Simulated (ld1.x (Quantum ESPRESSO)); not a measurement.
# Before and after: TM potential for Ca (Z = 20)

| Item | Value |
| --- | --- |
| Element | calcium (Ca) |
| Generator | ld1.x (Quantum ESPRESSO) 7.5 |
| Type | norm-conserving Troullier–Martins (Kleinman–Bylander form) |
| Functional | LDA (PZ) |
| Relativity | scalar-relativistic |
| Frozen core | [Ar] |
| Valence charge | 2 |
| Reference configuration | 3d0 4s2 4p0 |
| Partial waves | 4p (bound, empty): rc 4.00 bohr; 3d (bound, empty): rc 2.95 bohr; 4s (bound): rc 3.65 bohr |
| Local potential | the s channel |
| Core correction | Bessel-smoothed model core inside 3.00 bohr |

Change: wave 4s (bound): rc 3.65 bohr becomes 4s (bound): rc 4.78 bohr.

Cutoffs: the cutoffs (Ry, on a coarse ladder) from which the occupation-weighted sum of valence levels, in a spherical-Bessel basis at the reference potential, stays within 10 and 1 mRy of its value at 400 Ry; they do not see the model core or the augmentation charge, which bear on the density cutoff. Errors are all-electron minus pseudo energies relative to the spin-unpolarised reference configuration.

Problem. Predict the effect on cutoff, ghosts and configuration errors.

Solution. Both files are very soft, the changed one slightly softer (loose and tight cutoff 6 and 8 Ry → 6 and 6 Ry on this coarse ladder); the number of tests with a reliable result goes from 9 to 8; of the 8 tests that both files solve, the error grows in 7 and shrinks in 0 by more than 15 % and 0.3 meV (median size 3.8 → 17.1 meV); neither file shows a bound ghost. More of the atom is replaced by a form fitted at one configuration, so other configurations suffer.

| quantity | base | changed |
| --- | --- | --- |
| cutoff, loose | 6 Ry | 6 Ry |
| cutoff, tight | 8 Ry | 6 Ry |
| bound ghosts | none | none |
| tests with a reliable result | 9 of 9 | 8 of 9 |
| error for 3d0 4s1 4p0, meV [ΔE 6.46 eV] | -1.1 | -4.5 |
| error for 3d0 4s1.5 4p0, meV [ΔE 2.57 eV] | +0.1 | +0.8 |
| error for 3d0 4s1 4p1, meV [ΔE 2.49 eV] | -5.5 | -18 |
| error for 3d0 4s0 4p2, meV [ΔE 5.12 eV] | -27 | -93 |
| error for 3d1 4s1 4p0, meV [ΔE 2.24 eV] | +8.4 | +55 |
| error for 3d0 4s0 4p1, meV [ΔE 9.58 eV] | -28 | -114 |
| error for 3d0 4s1 4p0 (spin-polarised), meV [ΔE 6.25 eV] | -2.1 | -16 |
| error for 3d0 4s1.5 4p0 (spin-polarised), meV [ΔE 2.53 eV] | +0.4 | -0.5 |

Base: The cutoffs count occupied waves only; the empty 3d level needs 21 Ry at the loose tolerance. Changed file: The cutoffs count occupied waves only; the empty 3d level needs 21 Ry at the loose tolerance.
